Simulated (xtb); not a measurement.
Input for xtb: GFN-FF on C2H6FIn (SMILES [CH3][In]([CH3])[F]).

```
$ xtb mol.xyz --gfnff --sp --chrg 0 --uhf 0
10

C      2.05280736    -0.26688126    -0.10544627
In     0.00055061     0.36244203     0.04834549
C     -2.05363728    -0.27901513     0.03305992
F      0.00363967     2.34104658     0.31182917
H      2.57515372     0.05318498     0.79535178
H      2.49949565     0.23443778    -0.96340664
H      2.14105603    -1.34487798    -0.22134519
H     -2.57126279     0.25664358    -0.76188780
H     -2.14462804    -1.35165896    -0.12346489
H     -2.50317490    -0.00532163     0.98696443
```

Q: What total energy does the run end on?

A: -1.2756 hartree.
